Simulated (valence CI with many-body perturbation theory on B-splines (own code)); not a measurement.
Which ion has this spectrum?

A relativistic CI+MBPT calculation for an atom or ion with 22 electrons gives these levels (cm⁻¹):

| J | Parity | E | g |
| --- | --- | --- | --- |
| 0 | even | 0 |  |
| 1 | even | 91293 | 1.49 |
| 2 | even | 142687 | 1.38 |
| 4 | even | 158907 | 1.15 |
| 3 | even | 167387 | 1.30 |
| 0 | even | 236664 |  |
| 4 | even | 249134 | 1.14 |
| 2 | even | 266064 | 1.00 |
| 3 | even | 267615 | 1.02 |
| 5 | even | 287992 | 1.08 |
| 1 | even | 298465 | 1.25 |
| 6 | even | 303987 | 1.09 |
| 4 | even | 326963 | 1.03 |
| 2 | even | 334455 | 1.15 |

The energies are calculated, and their last digits are not significant.

Question: Which is it?
A. La35+
B. Xe32+
C. Ba34+
D. Cs33+

Answer: D. Cs33+, ground level (3d3/2^4) J=0.
